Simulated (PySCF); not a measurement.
r2SCAN on Dy (dysprosium, neutral), [Xe] 4f10 5d1 6s1, one real determinant (an excited configuration). Calculation: PySCF 2.14, in ANO-RCC-VTZP (8s7p5d3f2g1h, 104 functions); scalar relativity by spin-free X2C-1e.

```
cycle= 1 E= -12156.3104408936  delta_E= 0.0597  |g|= 0.852  |ddm|= 0.722
cycle= 2 E= -12155.9007262526  delta_E= 0.41  |g|= 2.15  |ddm|= 0.882
cycle= 3 E= -12156.4014764953  delta_E= -0.501  |g|= 0.237  |ddm|= 0.406
cycle= 4 E= -12156.4105186916  delta_E= -0.00904  |g|= 0.0241  |ddm|= 0.126
cycle= 5 E= -12156.4106603897  delta_E= -0.000142  |g|= 0.00546  |ddm|= 0.0232
cycle= 6 E= -12156.4106678908  delta_E= -7.5e-06  |g|= 0.00116  |ddm|= 0.00904
cycle= 7 E= -12156.4106682951  delta_E= -4.04e-07  |g|= 0.00032  |ddm|= 0.00231
cycle= 8 E= -12156.4106683192  delta_E= -2.41e-08  |g|= 4.45e-05  |ddm|= 0.000432
cycle= 9 E= -12156.4106683199  delta_E= -6.55e-10  |g|= 2.19e-05  |ddm|= 8.66e-05
converged SCF energy = -12156.4106683199  <S^2> = 12.014147  2S+1 = 7.0040408
```

Highest occupied orbital energy: 0.304 eV; ⟨L²⟩ = 40.17; populations by l: s 11.00, p 24.01, d 21.00, f 9.99.

**Question.** Can this result be used?

**Answer.** Not for this state. The calculation finished and met its thresholds. ⟨L²⟩ = 40.17 against 72 for a pure L term, so this real determinant mixes terms. Spin-orbit coupling, absent here, splits the open shell strongly. At r2SCAN the highest occupied level has a positive energy, so only the finite basis holds that electron; for this excited configuration the basis is too tight for the outer shell.
